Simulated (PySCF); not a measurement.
Stepwise substitution at one centre (B Br-CH3). All species are isolated molecules in the gas phase. Strings in code marks are SMILES.

The dipole moment from two functionals at the same geometries (B3LYP-D3(BJ)/def2-TZVP), both in PySCF: PBE-D3(BJ)/def2-TZVP and ωB97X-D3(BJ)/def2-TZVP. 

| species | ωB97X-D3(BJ)/def2-TZVP (D) |
|---|---|
| 0 of 3 Br replaced by CH3 (`BrB(Br)Br`) | 0.00 |
| 1 of 3 Br replaced by CH3 | 1.51 |
| 2 of 3 Br replaced by CH3 (`B(C)(C)Br`) | 1.92 |

Task: What does PBE-D3(BJ)/def2-TZVP give for each?

Result: 
- 0 of 3 Br replaced by CH3 (`BrB(Br)Br`): 0.00
- 1 of 3 Br replaced by CH3: 1.36
- 2 of 3 Br replaced by CH3 (`B(C)(C)Br`): 1.75
Over these rows, drawn at random from the members with no instability flagged (it was tested for open shells, ions and some series alone), PBE minus ωB97X-D3(BJ): mean -0.11 D, from -0.17 D to 0.00 D.
